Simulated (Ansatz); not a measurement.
`N#C[SiH3]` + `OB(O)F` → `OB(F)O[SiH3]` + `C#N`  (ligand exchange at the Si–C bond)

Isolated molecules relaxed with PBE0-D4/def2-TZVP in Ansatz; ΔE leaves out vibrations. CBS: MP2 limit from def2 TZ/QZ plus the TZ coupled-cluster correction, frozen cores. This one scheme is used for every species. Functionals use def2-TZVPP. One conformer a species, not always the lowest.

`N#C[SiH3]`:

```xyz
6

N     1.216    1.793   -1.064
C     0.636    0.937   -0.558
Si   -0.295   -0.435    0.258
H    -1.727   -0.252   -0.062
H    -0.051   -0.334    1.713
H     0.221   -1.709   -0.287
```

`OB(O)F`:

Z-matrix (Å, degrees):
```
B
O 1 1.352
F 1 1.333 2 117.9
O 1 1.360 2 121.6 3 180.0
H 2 0.960 1 112.5 3 -180.0
H 4 0.960 1 113.1 2 -180.0
```

`OB(F)O[SiH3]`:

Cartesian coordinates in Å:
```
O 0.824 1.476 0.503
B -0.420 1.210 0.025
F -1.297 2.201 -0.143
O -0.792 -0.047 -0.287
Si 0.015 -1.490 -0.208
H 0.971 2.406 0.688
H -0.929 -2.524 -0.692
H 0.412 -1.779 1.191
H 1.217 -1.452 -1.077
```

`C#N`:

```xyz
3

C     0.016   -0.016    0.012
N    -0.688    0.719   -0.514
H     0.672   -0.703    0.502
```

Task: Is it downhill or uphill in electronic energy at CCSD(T)/CBS, and by how much? (Estimate.)

Result: Computed: Downhill: ΔE = -0.52 eV.

Task: What do these levels give: PBE-D4, BLYP, r2SCANh, CCSD(T)/def2-SVP, HF/CBS(def2), CCSD/CBS(def2)? (An estimate is asked.)

Result: Computed: PBE-D4 -0.38, BLYP -0.44, r2SCANh -0.48, CCSD(T)/def2-SVP -0.43, HF/CBS(def2) -0.63, CCSD/CBS(def2) -0.54 eV.

Largest T1 diagnostic among the species: 0.014.

From PBE to PBE0 (25 % exact exchange), in def2-TZVPP and without D4, ΔE moves by −0.05 eV. At CCSD(T), def2-SVP lies +0.08 eV from the extrapolated value and def2-TZVPP +0.01 eV. The D4 term adds −0.03 eV with B3LYP and −0.02 eV with PBE0; it sums over pairs of atoms, weighted by their polarisabilities, and B3LYP, whose exchange is more repulsive, gets the larger term.

B3LYP here is the variant with VWN-RPA as its local correlation; programs differ in this.
